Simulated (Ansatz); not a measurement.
Ansatz (a quantum-chemistry and plane-wave program) input (B3LYP-D3(BJ)/def2-TZVP):

Ansatz 0.2 input:
```yaml
crystal:
  periodic: [false, false, false]
  atoms:
    - {symbol: Te, position_ang: [-0.17467881, 0.53944867, -1.81692402]}
    - {symbol: Te, position_ang: [-0.14864077, 0.51806925, 0.81587920]}
    - {symbol: H, position_ang: [0.30098946, -1.06527365, 0.96575626]}
basis:
  gaussian:
    orbitals: def2-TZVP
hamiltonian:
  xc: b3lyp
  dispersion: d3bj
magnetization: {spin_polarized: true, initial_magnetization: 1}
relax: {f_tol: 0.002, max_steps: 150}
```

Output:

```
Functional definition: B3LYP
integrals: 0.03 GiB planned
890 factors; their error is unknown
mean field: 0.46 GiB planned
mean field evaluation 1: about -14607.6476 eV, gradient 7.2e0 eV
mean field evaluation 2: about -14606.8371 eV, gradient 1.4e1 eV
mean field evaluation 4: about -14608.0791 eV, gradient 1.0e0 eV
mean field evaluation 8: about -14608.0828 eV, gradient 4.4e-2 eV
mean field evaluation 16: about -14608.2796 eV, gradient 6.4e-4 eV
mean field -14608.27960097 eV, -536.8443734882 hartree, gradient 4.0e-5 eV, S^2 0.753324; 1 other end points of the search recorded, 0 dependent functions left out
the calculation of the forces begins
reference -14608.27979529 eV, -536.8443806293 hartree; 25, 24 occupied and 81, 82 virtual orbitals, 890 factors
relax step   1: F+E_penalty+E_count = -14608.44175478 eV  Δ(F+E_penalty+E_count) = +0.000e0 eV  max|allowed force component| = 2.968e-1 eV/Å  Δτ_max = 0.0000 Å  (49 SCF iters, accepted)
these checks for a lower state are left out or cut short: starts, cluster_reference, orbital_swaps, neighbouring_geometries, increment
integrals: 0.03 GiB planned
890 factors; their error is unknown
mean field: 0.46 GiB planned
mean field evaluation 32: about -14608.2867 eV, gradient 2.7e-3 eV
mean field -14608.28673539 eV, -536.8446356732 hartree, gradient 4.7e-6 eV, S^2 0.753364; 0 other end points of the search recorded, 0 dependent functions left out
the calculation of the forces begins
reference -14608.28693103 eV, -536.8446428628 hartree; 25, 24 occupied and 81, 82 virtual orbitals, 890 factors
relax step   2: F+E_penalty+E_count = -14608.44680406 eV  Δ(F+E_penalty+E_count) = -5.049e-3 eV  max|allowed force component| = 2.493e-1 eV/Å  Δτ_max = 0.0752 Å  (42 SCF iters, accepted)
these checks for a lower state are left out or cut short: starts, cluster_reference, orbital_swaps, neighbouring_geometries, increment
integrals: 0.03 GiB planned
890 factors; their error is unknown
mean field: 0.46 GiB planned
mean field -14608.29028482 eV, -536.8447661122 hartree, gradient 2.3e-5 eV, S^2 0.753349; 0 other end points of the search recorded, 0 dependent functions left out
the calculation of the forces begins
reference -14608.29047979 eV, -536.8447732772 hartree; 25, 24 occupied and 81, 82 virtual orbitals, 890 factors
relax step   3: F+E_penalty+E_count = -14608.45125177 eV  Δ(F+E_penalty+E_count) = -4.448e-3 eV  max|allowed force component| = 2.937e-2 eV/Å  Δτ_max = 0.0308 Å  (38 SCF iters, accepted)
these checks for a lower state are left out or cut short: starts, cluster_reference, orbital_swaps, neighbouring_geometries, increment
integrals: 0.03 GiB planned
890 factors; their error is unknown
mean field: 0.46 GiB planned
mean field -14608.29034084 eV, -536.8447681710 hartree, gradient 1.2e-5 eV, S^2 0.753349; 0 other end points of the search recorded, 0 dependent functions left out
the calculation of the forces begins
reference -14608.29053580 eV, -536.8447753356 hartree; 25, 24 occupied and 81, 82 virtual orbitals, 890 factors
relax step   4: F+E_penalty+E_count = -14608.45129933 eV  Δ(F+E_penalty+E_count) = -4.756e-5 eV  max|allowed force component| = 5.253e-3 eV/Å  Δτ_max = 0.0021 Å  (40 SCF iters, accepted)
these checks for a lower state are left out or cut short: starts, cluster_reference, orbital_swaps, neighbouring_geometries, increment
integrals: 0.03 GiB planned
890 factors; their error is unknown
mean field: 0.46 GiB planned
mean field -14608.29035038 eV, -536.8447685217 hartree, gradient 1.1e-5 eV, S^2 0.753350; 0 other end points of the search recorded, 0 dependent functions left out
the calculation of the forces begins
reference -14608.29054535 eV, -536.8447756865 hartree; 25, 24 occupied and 81, 82 virtual orbitals, 890 factors
relax step   5: F+E_penalty+E_count = -14608.45130166 eV  Δ(F+E_penalty+E_count) = -2.336e-6 eV  max|allowed force component| = 3.800e-5 eV/Å  Δτ_max = 0.0006 Å  (41 SCF iters, accepted)
integrals: 0.03 GiB planned
890 factors; their error is unknown
mean field: 0.46 GiB planned
mean field evaluation 64: about -14608.0949 eV, gradient 3.9e-1 eV
mean field -14608.29035038 eV, -536.8447685217 hartree, gradient 1.1e-5 eV, S^2 0.753350; 2 other end points of the search recorded, 0 dependent functions left out
the calculation of the forces begins
reference -14608.29054535 eV, -536.8447756865 hartree; 25, 24 occupied and 81, 82 virtual orbitals, 890 factors
Total energy: -14608.45149663 eV, -536.8506905370 hartree
Atom 0 at    -0.181848     0.563939    -1.847506 Å, force    -0.000006     0.000021    -0.000004 eV/Å
Atom 1 at    -0.147285     0.512977     0.804491 Å, force    -0.000002     0.000006    -0.000034 eV/Å
Atom 2 at     0.306802    -1.084671     1.007727 Å, force     0.000008    -0.000027     0.000038 eV/Å
Dipole moment:     0.014971    -0.046427     0.239870 e Å
```

It need not be the lowest isomer of its formula.
